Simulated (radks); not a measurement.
Values are calculated unless marked as measured or tabulated.
Charge is removed step by step from the 4s level of the zinc ion Zn+, starting from [Ar] 3d10 4s1. Code: a radial shooting solver on a logarithmic mesh with Libxc functionals. Model: scalar-relativistic Kohn-Sham, SCAN, spin-unpolarised, spherical densities, finite nucleus; meta-GGA in the generalised Kohn-Sham scheme; Fermi nuclear charge, rms radius 3.9283 fm.

| removed (e) | E - E(0) (eV) | eigenvalue (eV) |
|---|---|---|
| 0 | 0.000 | -14.002 |
| 0.1 | 1.420 | -14.783 |
| 0.2 | 2.937 | -15.581 |
| 0.3 | 4.532 | -16.395 |
| 0.4 | 6.217 | -17.223 |
| 0.5 | 8.000 | -18.062 |
| 0.6 | 9.828 | -18.907 |
| 0.7 | 11.758 | -19.758 |
| 0.8 | 13.777 | -20.610 |
| 0.9 | 15.882 | -21.459 |

The mean slope of the eigenvalue, de/dn, is 8.29 eV per electron.
